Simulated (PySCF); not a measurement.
Problem. Write Cartesian coordinates for `C([SiH2]C[SeH])#C` as optimised with PBE0-D3(BJ)/def2-SVP.

Solution. 
```
atom  x, y, z in Å
C1     1.8132    1.8433    0.0471
C2     1.2627    0.7967   -0.2419
Si3    0.4090   -0.7778   -0.6566
C4    -1.0661   -0.9986    0.4909
Se5   -2.3323    0.4886    0.3864
H6     2.3045    2.7668    0.2988
H7    -0.0457   -0.7308   -2.0746
H8     1.3794   -1.9005   -0.4761
H9    -0.7572   -1.1638    1.5337
H10   -1.6337   -1.8855    0.1666
H11   -1.3067    1.5373    0.5168
```

Any rigid rotation of these coordinates is as good. Atoms count from 1 in this order. Se5 (selenium bonded to C and H) is bent (angle 94.9°). Of the pairs four or more bonds apart, C2···H11 is among the closest relative to their van der Waals radii: 2.78 Å, 96 % of the sum of Bondi's values. Si3 (SiH2 silicon) is tetrahedral (angles from 108.3° to 110.3°). The C–Si distances run from 1.838 Å (C2–Si3, drawn single) to 1.882 Å (Si3–C4, drawn single), a spread of 0.044 Å.

Bonds between heavy atoms (Å): C1≡C2 1.217, C2–Si3 1.838, Si3–C4 1.882, C4–Se5 1.956.

Method: PBE0-D3(BJ)/def2-SVP geometry optimisation, gas phase (PySCF).

Point group: C1 (no symmetry element, even within 0.4 Å). No frequency check. The numbers are those of one conformer (C2–Si3–C4–Se5 58°, Si3–C4–Se5–H -49°).
